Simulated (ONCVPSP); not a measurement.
**Ir: variants of one ONCV potential**

Base potential:

* Element: Ir
* Generator: ONCVPSP 4.0.1
* Type: optimised norm-conserving Vanderbilt (ONCV)
* Functional: PBE
* Relativity: non-relativistic
* Frozen core: [Kr] 4d10 4f14
* Valence charge: 17
* Reference configuration: 5s2 5p6 5d7 6s2
* Partial waves: 5s+6s: rc 2.00 bohr, ncon 5, nbas 8, qcut 5.1 1/bohr, 2 projectors; 5p: rc 1.90 bohr, ncon 4, nbas 7, qcut 9.2 1/bohr, 2 projectors, debl 2.8 Ha; 5d: rc 2.20 bohr, ncon 4, nbas 9, qcut 5.7 1/bohr, 2 projectors, debl 0.5 Ha
* Local potential: polynomial inside 1.90 bohr (lpopt 5, dvloc0 1 Ha)
* Core correction: Teter function fitted to the true core (icmod 2), fcfact 0.75

All-electron outer shells of the reference configuration (PBE, non-relativistic, ld1.x):

| shell | level (eV) | outermost node (bohr) | outermost maximum (bohr) |
| --- | --- | --- | --- |
| 5s | -78.98 | 0.55 | 0.98 |
| 4f | -74.14 | – | 0.39 |
| 5p | -51.06 | 0.56 | 1.04 |
| 5d | -8.93 | 0.59 | 1.28 |
| 6s | -5.08 | 1.29 | 2.70 |

Cutoffs, loose and tight: the cutoffs (Ha) at which the residual kinetic energy of the hardest occupied pseudo-wave falls to 1 and 0.1 mHa per electron. They do not see the model core or the augmentation charge, which bear on the density cutoff. Test errors are all-electron minus pseudo excitation energies from the reference, over the configurations 5s2 5p6 5d7 6s1; 5s2 5p6 5d7 6s0; 5s2 5p6 5d6 6s0; 5s2 5p6 5d6 6s2 6p1. A dash means not determined; rows that change the core or the reference have their own tests.

A true bound ghost makes a file unfit for plane-wave use even where its test errors are small: the radial tests pick states by their node count and pass the ghost by.

```json
{"change": "base", "outcome": "generated", "cutoff, loose": "22 Ha", "cutoff, tight": "38 Ha", "bound ghosts": "p", "GHOST(+) flags above zero": "none", "largest test error (meV)": "+7.9"}
{"change": "functional PBEsol", "outcome": "generated", "cutoff, loose": "22 Ha", "cutoff, tight": "38 Ha", "bound ghosts": "p", "GHOST(+) flags above zero": "none", "largest test error (meV)": "+7.0"}
```

Question: What comes out with this change to the base: p: ncon 3, nbas 6?

Answer: outcome: generated; cutoff, loose: 14 Ha; cutoff, tight: 38 Ha; bound ghosts: none; GHOST(+) flags above zero: p; largest test error (meV): +9.9.

Question: What comes out with this change to the base: core [Kr] 4d10, valence charge 31; reference 4f14 5s2 5p6 5d7 6s2; waves now 5s+6s: rc 2.00 bohr, ncon 5, nbas 8, qcut 7.5 1/bohr, 2 projectors; 5p: rc 1.50 bohr, ncon 3, nbas 6, qcut 8.5 1/bohr, 2 projectors, debl 1.9 Ha; 5d: rc 2.20 bohr, ncon 4, nbas 9, qcut 8 1/bohr, 2 projectors, debl 0.8 Ha; 4f: rc 0.70 bohr, ncon 4, nbas 9, qcut 21.1 1/bohr, local; local potential the f channel?

Answer: outcome: generated; cutoff, loose: 232 Ha; cutoff, tight: 686 Ha; bound ghosts: s, p, d; GHOST(+) flags above zero: none; largest test error (meV): -2.8.
